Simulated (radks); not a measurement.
Values are calculated unless marked as measured or tabulated.
All-electron atom: the holmium ion Ho+ in [Xe] 4f11 6s1.

Level of theory: Dirac Kohn-Sham, PBE, spin-unpolarised, spherical densities, finite nucleus; open shells fill j = l - 1/2 first; Fermi nuclear charge, rms radius 5.2022 fm (a radial shooting solver on a logarithmic mesh with Libxc functionals).

Energy parts (eV):
total: -343600.31
kinetic: 377988.16
electron-nucleus: -848222.92
Hartree: 134026.32
exchange-correlation: -7391.87

Orbitals (lengths in bohr, moments of r in powers of bohr; <r^-3> diverges for s and p1/2):
| orbital | occ. | eigenvalue (eV) | <r^4> | <r> | <r^2> | <r^-3> | small-component weight |
|---|---|---|---|---|---|---|---|
| 1s1/2 | 2 | -55429.91 | 9.258e-07 | 0.02074 | 0.0005883 | - | 6.27e-02 |
| 2s1/2 | 2 | -9271.897 | 0.0001441 | 0.08754 | 0.009111 | - | 1.40e-02 |
| 2p1/2 | 2 | -8825.955 | 0.00008842 | 0.07290 | 0.006582 | - | 1.40e-02 |
| 2p3/2 | 4 | -7969.036 | 0.0001195 | 0.08007 | 0.007804 | 11590 | 1.29e-02 |
| 3s1/2 | 2 | -2075.603 | 0.005497 | 0.2294 | 0.06029 | - | 4.48e-03 |
| 3p1/2 | 2 | -1880.290 | 0.004949 | 0.2191 | 0.05588 | - | 4.43e-03 |
| 3p3/2 | 4 | -1701.306 | 0.006194 | 0.2326 | 0.06277 | 2509 | 4.11e-03 |
| 3d3/2 | 4 | -1366.154 | 0.004386 | 0.2054 | 0.04961 | 425.8 | 3.99e-03 |
| 3d5/2 | 6 | -1327.048 | 0.004700 | 0.2096 | 0.05152 | 373.8 | 3.90e-03 |
| 4s1/2 | 2 | -415.0653 | 0.1347 | 0.5188 | 0.3041 | - | 1.44e-03 |
| 4p1/2 | 2 | -337.4828 | 0.1519 | 0.5286 | 0.3183 | - | 1.36e-03 |
| 4p3/2 | 4 | -297.3591 | 0.1906 | 0.5596 | 0.3565 | 563.0 | 1.24e-03 |
| 4d3/2 | 4 | -169.5913 | 0.2682 | 0.5903 | 0.4048 | 81.55 | 1.06e-03 |
| 4d5/2 | 6 | -162.3130 | 0.2890 | 0.6013 | 0.4200 | 70.39 | 1.03e-03 |
| 5s1/2 | 2 | -56.8118 | 5.085 | 1.278 | 1.841 | - | 2.90e-04 |
| 5p1/2 | 2 | -35.9632 | 8.919 | 1.444 | 2.375 | - | 2.26e-04 |
| 5p3/2 | 4 | -30.9530 | 12.04 | 1.553 | 2.749 | 68.72 | 1.96e-04 |
| 4f5/2 | 6 | -10.0998 | 3.405 | 0.8405 | 0.9736 | 10.01 | 6.03e-04 |
| 4f7/2 | 5 | -9.1242 | 4.035 | 0.8616 | 1.034 | 9.541 | 5.87e-04 |
| 6s1/2 | 1 | -8.9467 | 351.1 | 3.675 | 15.22 | - | 3.52e-05 |

The highest occupied level is 6s1/2 at -8.947 eV. Summed over all electrons, <r^2> = 53.52 bohr^2, which gives a Langevin (diamagnetic) susceptibility term of -42.4 x 10^-6 cm^3/mol. The electron density at the nucleus is 8.054e+05 e/bohr^3. For comparison, the ionisation energy in NIST's Atomic Spectra Database is 11.78 eV (semi-empirical). In exact Kohn-Sham theory the highest level is minus the ionisation energy, but local and semilocal functionals leave it too shallow, through self-interaction and a potential that decays too fast; potentials with the right tail come closer. The density falls to 0.001 e/bohr^3 at r = 4.40 bohr.

Beside tabulated values, note that spin-unpolarised runs miss the spin-polarisation part of the exchange energy of open shells.
